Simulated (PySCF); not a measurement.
An unknown gives this computed stick spectrum. Theory: PySCF, TDDFT CAM-B3LYP/def2-SVPD, vertical, gas phase, core orbitals frozen in the response. Geometries: PBE0-D3(BJ)/def2-SVP, one conformer each. Relativistic effects are left out although some hold elements past zinc.

| state | E (eV) | λ (nm) | f |
| --- | --- | --- | --- |
| S1 | 5.60 | 221.4 | 0.0000 |
| S2 | 5.84 | 212.2 | 0.0025 |
| S3 | 5.84 | 212.1 | 0.0011 |
| S4 | 7.37 | 168.2 | 0.131 |
| S5 | 7.43 | 166.8 | 0.0024 |
| S6 | 7.58 | 163.5 | 0.643 |
| S7 | 7.99 | 155.2 | 0.073 |
| S8 | 8.10 | 153.1 | 0.346 |
| S9 | 8.16 | 152.0 | 0.030 |
| S10 | 8.19 | 151.4 | 0.170 |

Triplets computed (Tamm–Dancoff): 4.63, 5.05, 5.06, 5.63 eV.

Orbital energies (eV): HOMO-3 -10.80, HOMO-2 -10.17, HOMO-1 -9.22, HOMO -9.12, LUMO 0.63, LUMO+1 0.77, LUMO+2 1.06.

**Question.** Which structure fits? All have the formula C5H12GeSi.
A. `CC[CH2][GeH2][C]#C[SiH3]`
B. `[SiH3][CH2][GeH]1[CH2]C=C[CH2]1`
C. `[SiH3]C[C@@H]1C=C[CH2][GeH2]1`

**Answer.** A. Its S1, at 5.60 eV, is the lowest among the candidates; the nearest of the others has S1 at 6.69 eV. S1 is HOMO-1→LUMO (41%), HOMO→LUMO+1 (38%). Löwdin shares by element: HOMO carbon 71% or more, germanium 8% (atoms not listed hold the other 21%); LUMO carbon 40% or more, germanium 18%, silicon 12% (atoms not listed hold the other 30%). At the same level the other candidates give, for their lowest levels:
- `[SiH3][CH2][GeH]1[CH2]C=C[CH2]1`: 6.69 eV (f 0.005); 7.03 eV (f 0.149); 7.18 eV (f 0.001); 7.35 eV (f 0.009); 7.47 eV (f 0.022); T1 4.29 eV; HOMO -8.36, LUMO 1.11 eV
- `[SiH3]C[C@@H]1C=C[CH2][GeH2]1`: 6.69 eV (f 0.018); 6.84 eV (f 0.148); 7.10 eV (f 0.042); 7.18 eV (f 0.029); 7.43 eV (f 0.007); T1 4.29 eV; HOMO -8.42, LUMO 1.06 eV

The values belong to the conformer `[CH3:1][CH2:2][CH2:3][GeH2:4][C:5]#[C:6][SiH3:7]`: C1–C2–C3–Ge4 -179°, C2–C3–Ge4–C5 60°.
